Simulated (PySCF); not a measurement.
# Correlation energy of N⁺ (nitrogen, charge +1)

[He] 2s2 2p1 3s1, high-spin 3P determinant (an excited configuration). Computed with PySCF 2.14 in dyall-acv3z, with the non-relativistic Hamiltonian (point nucleus). Frozen: nothing; 6 electrons correlated; the 5 highest virtual orbitals of each spin left out.

| level | correlation energy (mhartree) |
| --- | --- |
| CCSD | -142.82 |
| (T) | -3.49 |
| CCSD(T) | -146.31 |

Diagnostics: T1 = 0.0100, D1 = 0.0309, largest double amplitude 0.126.

The outer electron is Rydberg-like, and this basis confines it to a smaller radius and binds it less than a complete one would.

Cost of the coupled-cluster step: of the order of 8 core-seconds, for 6 correlated electrons.
